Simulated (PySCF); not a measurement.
Pb²⁺: excitation energy

Pb²⁺ [Xe] 4f14 5d10 6s2 (1S) → Pb²⁺ [Xe] 4f14 5d9 6s2 7s1 (3D), as a difference of total energies. All numbers are calculated (PySCF 2.14, scalar relativity by spin-free X2C-1e, in aug-cc-pVTZ-DK3). The calculations carry no spin-orbit coupling.

```
method  excitation energy (eV)
   UHF                  30.985
   LDA                  31.552
   PBE                  31.189
  PBE0                  31.423
r2SCAN                  31.578
  TPSS                  31.309
  BLYP                  31.051
```

A first-order spin-orbit estimate (lowest level to lowest level, LS coupling) adds -1.088 eV.

The promoted electron is Rydberg-like, and one or two diffuse shells describe it only roughly, which tends to raise the upper state.
